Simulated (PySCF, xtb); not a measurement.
Si(H)3(OMe) (CH6OSi), SMILES CO[SiH3]. Atoms are numbered in the order given.

```xyz
9

Si     0.0908    -1.0570     0.0000
O     -0.5682     0.4508     0.0000
C      0.2052     1.6397     0.0000
H     -1.0383    -2.0074     0.0000
H      0.9402    -1.2649    -1.2011
H      0.9402    -1.2649     1.2011
H      0.8402     1.7012    -0.8899
H     -0.4785     2.4882     0.0000
H      0.8402     1.7012     0.8899
```

The structure is a stationary point at B3LYP-D3(BJ)/def2-TZVP.

Calculation: IEF-PCM-ωB97X/def2-SVP run with PySCF.

The values are the electrostatic part of the solvation free energy, E(continuum) − E(gas) at the gas-phase geometry, in a cavity of scaled van der Waals radii (PySCF's table); cavitation and dispersion terms are not included. In vacuum the orbital gap is 13.44 eV. The dipole moment in vacuum is 1.23 D.

Computed values in water (ε = 78.36), n-hexane (ε = 1.88), dimethylsulfoxide (ε = 46.83):
| solvent | ε | ΔG(elec) (kcal/mol) | dipole (D) | gap (eV) |
|---|---|---|---|---|
| water | 78.36 | -1.9 | 1.53 | 13.48 |
| n-hexane | 1.88 | -0.7 | 1.33 | 13.45 |
| dimethylsulfoxide | 46.83 | -1.9 | 1.52 | 13.48 |

For comparison, GFN2-xTB/ALPB(water) (xtb, at the GFN2-xTB geometry, all terms of that model) gives 0.3 kcal/mol.
